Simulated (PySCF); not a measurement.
Job file and geometry (Å, from GFN2-xTB) of an NMR shielding run on SMILES CC[C@@H]1C[SiH2]N[Si@H]1O[SiH3], C$_{4}$H$_{15}$NOSi$_{3}$, GIAO PBE0/pcSseg-1 NMR shielding, non-relativistic, gas phase in PySCF 2.14.0, density-fitted response routines; density fitting, a coarse starting grid and PySCF grid level 2 are the driver's defaults:

```
$ OMP_NUM_THREADS=1 python probes_run.py task.json out

{"job": {"kind": "nmr", "xc": "PBE0", "basis": "pcSseg-1"}, "charge": 0, "multiplicity": 1}
C      2.282926    -1.397725     0.299049
C      2.085515     0.109615     0.393806
C      0.718164     0.541647    -0.132212
C      0.577040     2.070258    -0.142618
Si    -1.257536     2.515926    -0.346871
N     -1.891009     1.097199     0.416961
Si    -0.769296    -0.151552     0.827071
O     -1.278808    -1.614621     0.336450
Si    -1.983190    -2.552467    -0.778720
H      3.266736    -1.681292     0.668125
H      1.527302    -1.915665     0.885085
H      2.194702    -1.727652    -0.734294
H      2.187135     0.423551     1.436217
H      2.872761     0.612713    -0.177527
H      0.640787     0.194416    -1.170212
H      0.932664     2.457483     0.815005
H      1.217260     2.511685    -0.908481
H     -1.664127     3.714080     0.393600
H     -1.682437     2.608523    -1.750981
H     -2.873557     0.990346     0.593571
H     -0.607727    -0.341234     2.267774
H     -1.842861    -3.893996    -0.219729
H     -1.281459    -2.406339    -2.054626
H     -3.382719    -2.145138    -0.908886
```

Task: What does the program print?

Result: 
```
coarse grid: 20664 points
cycle   1  E = -1159.0480510005  dE =  9.388e-01  |g| = 9.187e-01  |ddm| = 4.438e+00
cycle   2  E = -1158.8337790658  dE =  2.143e-01  |g| = 1.384e+00  |ddm| = 1.919e+00
cycle   3  E = -1159.2103661916  dE = -3.766e-01  |g| = 1.299e-01  |ddm| = 1.333e+00
cycle   4  E = -1159.2131338258  dE = -2.768e-03  |g| = 5.846e-02  |ddm| = 1.528e-01
cycle   5  E = -1159.2138722387  dE = -7.384e-04  |g| = 1.370e-02  |ddm| = 6.099e-02
cycle   6  E = -1159.2139115124  dE = -3.927e-05  |g| = 3.967e-03  |ddm| = 1.706e-02
cycle   7  E = -1159.2139148413  dE = -3.329e-06  |g| = 8.608e-04  |ddm| = 3.791e-03
final grid: 183392 points
cycle   8  E = -1159.2742443365  dE = -3.475e-05  |g| = 1.137e-02  |ddm| = 3.001e-02
cycle   9  E = -1159.2742146589  dE =  2.968e-05  |g| = 1.646e-02  |ddm| = 2.333e-02
cycle  10  E = -1159.2742730507  dE = -5.839e-05  |g| = 1.515e-03  |ddm| = 1.412e-02
cycle  11  E = -1159.2742735060  dE = -4.554e-07  |g| = 2.666e-04  |ddm| = 1.341e-03
cycle  12  E = -1159.2742735199  dE = -1.385e-08  |g| = 7.628e-05  |ddm| = 3.166e-04
cycle  13  E = -1159.2742735211  dE = -1.169e-09  |g| = 3.099e-05  |ddm| = 9.527e-05
cycle  14  E = -1159.2742735213  dE = -2.212e-10  |g| = 3.453e-06  |ddm| = 2.689e-05
converged SCF energy = -1159.2742735213

GIAO shielding tensors (ppm)
atom      isotropic    diamagn.    paramagn.     s11        s22        s33       span
  0 C      168.777     248.728     -79.951    157.148    163.576    185.608     28.459
  1 C      154.352     247.344     -92.992    138.579    151.512    172.964     34.385
  2 C      156.778     258.775    -101.997    144.444    156.613    169.276     24.831
  3 C      170.231     252.395     -82.164    148.903    170.413    191.376     42.473
  4 Si     379.661     880.912    -501.250    351.248    361.779    425.958     74.710
  5 N      232.970     327.499     -94.530    201.171    225.761    271.978     70.807
  6 Si     359.655     882.480    -522.825    331.285    358.142    389.538     58.253
  7 O      290.697     401.549    -110.853    247.861    292.354    331.874     84.013
  8 Si     395.347     880.497    -485.150    359.813    362.452    463.776    103.962
  9 H       30.395      28.406       1.989     25.434     27.379     38.373     12.939
 10 H       30.530      32.109      -1.580     25.813     30.825     34.950      9.137
 11 H       30.669      31.846      -1.177     27.103     28.873     36.031      8.927
 12 H       30.326      32.603      -2.277     26.360     29.602     35.016      8.657
 13 H       29.956      31.944      -1.987     24.585     29.767     35.518     10.933
 14 H       30.827      38.004      -7.178     27.722     30.017     34.741      7.020
 15 H       30.899      32.291      -1.392     26.282     29.371     37.043     10.761
 16 H       30.547      31.549      -1.002     25.846     28.110     37.685     11.840
 17 H       26.784      28.536      -1.751     23.294     24.027     33.032      9.738
 18 H       26.643      29.835      -3.192     23.110     24.069     32.751      9.641
 19 H       31.269      31.833      -0.564     22.880     27.721     43.207     20.327
 20 H       26.630      31.292      -4.662     23.464     24.553     31.872      8.408
 21 H       26.625      28.682      -2.056     22.923     24.640     32.313      9.390
 22 H       26.571      30.992      -4.421     22.814     25.706     31.192      8.378
 23 H       26.578      29.331      -2.753     22.718     25.188     31.827      9.109
```

Task: Turn these shieldings into chemical shifts. Chemical shifts δ = σref − σ; TMS for ¹³C (186.93 ppm) and ²⁹Si (349.16 ppm) and ¹H (31.72 ppm); NH3 for ¹⁵N (267.73 ppm); ¹⁷O (336.08 ppm) vs H2O, all at this level.

Result: Averaging equivalent atoms: C 1: 32.6; C 2: 30.1; C 0: 18.1; C 3: 16.7; Si 6: -10.5; Si 4: -30.5; Si 8: -46.2; N 5: 34.8; O 7: 45.4; H 21/22/23: 5.13; H 20: 5.09; H 18: 5.07; H 17: 4.93; H 13: 1.76; H 12: 1.39; H 9/10/11: 1.19; H 16: 1.17; H 14: 0.89; H 15: 0.82; H 19: 0.45 ppm. Experimental scales use liquid or dissolved standards, which lie at an offset from isolated NH3 (liquid NH3: subtract about 20 ppm) and H2O (liquid H2O: subtract about 36 ppm).

Size and cost of the density-fitted run: 249 basis functions, 2.6 min wall time on 1 thread of an Intel Xeon, shared host; peak memory 1.1 GiB.
